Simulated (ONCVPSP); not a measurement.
**How hard is this Sn (Z = 50) ONCV potential?**

```
Element                 : Sn
Generator               : ONCVPSP 4.0.1
Type                    : optimised norm-conserving Vanderbilt (ONCV)
Functional              : BLYP
Relativity              : scalar-relativistic
Frozen core             : [Kr]
Valence charge          : 14
Reference configuration : 4d10 5s2 5p1.5 (charge +0.5)
Partial waves           : 5s: rc 2.10 bohr, ncon 4, nbas 8, qcut 3.5 1/bohr, 1 projector; 5p: rc 2.35 bohr, ncon 4, nbas 7, qcut 2.8 1/bohr, 1 projector; 4d: rc 1.00 bohr, ncon 4, nbas 7, qcut 9.9 1/bohr, 2 projectors, debl 3.8 Ha
Local potential         : polynomial inside 0.85 bohr (lpopt 4, dvloc0 4 Ha)
Core correction         : Teter function, fcfact 6, rcfact 1.75
```

Task: For each optimised wave give the share of its norm inside rc, the residual kinetic energy above qcut (Ha) and the cutoffs (Ha) for errors of 10, 1, 0.1 and 0.01 mHa per electron.

Result:

```json
{"wave": "5s", "norm inside rc": "0.425", "residual KE": "8.8e-04", "10 mHa": "4.2", "1 mHa": "6.0", "0.1 mHa": "23.7", "0.01 mHa": "38.2"}
{"wave": "5p", "norm inside rc": "0.297", "residual KE": "2.7e-03", "10 mHa": "1.5", "1 mHa": "6.1", "0.1 mHa": "22.2", "0.01 mHa": "26.7"}
{"wave": "4d", "norm inside rc": "0.473", "residual KE": "3.9e-04", "10 mHa": "35.7", "1 mHa": "45.2", "0.1 mHa": "75.9", "0.01 mHa": "160.2"}
{"wave": "d projector 2", "norm inside rc": "0.053", "residual KE": "4.0e-04", "10 mHa": "32.6", "1 mHa": "44.4", "0.1 mHa": "57.9", "0.01 mHa": "202.1"}
```

The occupied waves need 45 Ha and 76 Ha for 1 and 0.1 mHa. Note: ghosts flagged at negative energy: s at -232.0 eV, p at -79.3 eV; no localised positive-energy state flagged. A true bound ghost makes a file unfit for plane-wave use.
